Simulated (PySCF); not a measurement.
ReF₄, SMILES [F][Re]([F])([F])[F] (connectivity only; charge and spin as stated), neutral, multiplicity 4. Geometry: PBE-D3(BJ)/def2-SVP. The spin state was assumed, not searched. The def2 effective core potentials stand for the cores of Re; spin–orbit coupling is left out.

Level of theory: PBE-D3(BJ)/def2-SVP (PySCF).

Harmonic wavenumbers (cm⁻¹): 117, 180, 180, 194, 292, 656, 688, 688, 700. Rotational constants (GHz): 3.778, 3.778, 1.889; symmetry number 8.

Q: Work out the zero-point energy and the ideal-gas rigid-rotor harmonic-oscillator thermochemistry at 298.15 K and 1 atm.

A: ZPE = ½ Σ hcν = ½ × 3694 cm⁻¹ = 5.28 kcal/mol. H − E(el) = 9.77 kcal/mol. Entropy in cal/(mol K): translation 42.59, rotation 22.75, vibration 12.78, spin 2.75, total 80.87. G − E(el) = -14.35 kcal/mol. Cp = 20.60 cal/(mol K). Modes under 150 cm⁻¹ make the vibrational entropy uncertain.
